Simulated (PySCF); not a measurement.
A PySCF script (with the pyscf-properties extension) for the NMR shieldings of `C=C(C)CC#[N+][AlH3-]`, C5H10AlN, on a GFN2-xTB geometry:

```python
import basis_set_exchange as bse
import numpy as np
from pyscf import gto, dft
from pyscf.prop import nmr

atoms = """
C     2.359079    0.380678    0.249414
C     1.275568   -0.346384    0.040754
C     0.548427   -1.103942    1.101186
C     0.651097   -0.435083   -1.347011
C    -0.618366    0.204810   -1.260903
N    -1.625887    0.731011   -1.094661
Al   -2.701254    1.111974    0.544894
H     2.844743    0.936616   -0.534635
H     2.806587    0.447369    1.225406
H     0.428813   -2.150048    0.820632
H    -0.450452   -0.680376    1.243446
H     1.082334   -1.052765    2.045336
H     0.505991   -1.479991   -1.638605
H     1.272448    0.063859   -2.094281
H    -3.003658   -0.400509    0.885277
H    -1.527086    1.756181    1.383622
H    -3.855384    2.028630    0.045248
"""
names = dict.fromkeys(["C", "N", "Al", "H"], "pcSseg-1")
basis = {el: gto.basis.parse(bse.get_basis(n, elements=[el], fmt="nwchem")) for el, n in names.items()}
mol = gto.M(atom=atoms, basis=basis, charge=0, verbose=0)
mf = dft.RKS(mol, xc="PBE0")
mf.grids.level = 2
mf.grids.alignment = dft.numint.BLKSIZE   # the property module wants whole blocks of grid points
mf.conv_tol = 1e-9
mf.kernel()

calc = nmr.RKS(mf)   # GIAO
C = mf.mo_coeff
Co = C[:, mf.mo_occ > 0]
resp = mf.gen_response(singlet=True, hermi=2)
def vind(x):   # induced exchange potential for any number of trial vectors
    d = np.einsum("pi,xij,qj->xpq", C, 2 * x.reshape(-1, C.shape[1], Co.shape[1]), Co, optimize=True)
    return np.einsum("xpq,pi,qj->xij", resp(d - d.transpose(0, 2, 1)), C, Co, optimize=True).ravel()
mo1, _ = nmr.rhf.solve_mo1(calc, with_cphf=vind)
sigma = calc.kernel(mo1)
for i, s in enumerate(sigma):   # ppm
    w = np.linalg.eigvalsh((s + s.T) / 2)
    print("%2d %-2s iso %8.1f  s11 %8.1f  s22 %8.1f  s33 %8.1f" % (i, mol.atom_pure_symbol(i), w.mean(), *w))
```

Question: What does it print?

Answer: 
```
 0 C  iso     60.0  s11    -45.3  s22     81.4  s33    143.9
 1 C  iso     45.2  s11    -75.8  s22     60.8  s33    150.7
 2 C  iso    160.1  s11    146.3  s22    150.6  s33    183.4
 3 C  iso    159.0  s11    144.9  s22    156.3  s33    175.9
 4 C  iso     50.5  s11    -70.6  s22    -53.3  s33    275.3
 5 N  iso     20.0  s11   -132.3  s22   -105.3  s33    297.8
 6 Al iso    426.7  s11    407.3  s22    430.5  s33    442.3
 7 H  iso     26.3  s11     22.7  s22     25.2  s33     31.0
 8 H  iso     26.1  s11     23.0  s22     24.9  s33     30.3
 9 H  iso     29.9  s11     26.5  s22     27.8  s33     35.5
10 H  iso     28.6  s11     24.1  s22     27.1  s33     34.4
11 H  iso     29.5  s11     25.7  s22     27.8  s33     34.9
12 H  iso     28.6  s11     25.4  s22     26.4  s33     33.9
13 H  iso     28.5  s11     24.5  s22     27.1  s33     33.9
14 H  iso     27.2  s11     24.5  s22     27.1  s33     30.1
15 H  iso     27.4  s11     24.3  s22     27.9  s33     29.9
16 H  iso     27.9  s11     24.8  s22     26.1  s33     32.8
```

These numbers come from an equivalent density-fitted implementation of the same equations, which agrees with the script to about 0.01 ppm for H and up to a few tenths of a ppm for heavy atoms, so last digits may differ.

Size and cost of the density-fitted run: 176 basis functions, 27 s wall time on 1 thread of an Arm Neoverse V1, shared host; peak memory 0.74 GiB.
